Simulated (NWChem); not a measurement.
Species: CH$_{3}$CdF; SMILES [CH3][Cd][F]

```xyz
6

Cd    -0.4818     0.2048     0.0002
F     -0.0523     2.0935     0.0003
C     -0.9437    -1.8244     0.0002
H     -0.0220    -2.4194    -0.0650
H     -1.5845    -2.0642    -0.8599
H     -1.4744    -2.0893     0.9255
```
Atoms are numbered in this order, from 1.

Geometry: optimised at PBE0/def2-SVP. def2 effective core potentials on Cd; no spin-orbit coupling.

List the 6 lowest vertical singlet excitations from LRC-wPBEh/def2-SVP with def2 effective core potentials on Cd, full TDDFT (NWChem).


```tsv
state	energy (eV)	oscillator strength	leading excitation (squared amplitude)
S1	6.88	0.012	HOMO−1 → LUMO (0.93)
S2	6.88	0.012	HOMO−2 → LUMO (0.93)
S3	7.17	0.305	HOMO → LUMO (0.87)
S4	7.28	0.094	HOMO → LUMO+1 (0.96)
S5	7.28	0.094	HOMO → LUMO+2 (0.96)
S6	7.59	0.000	HOMO−1 → LUMO+1 (0.50)
```
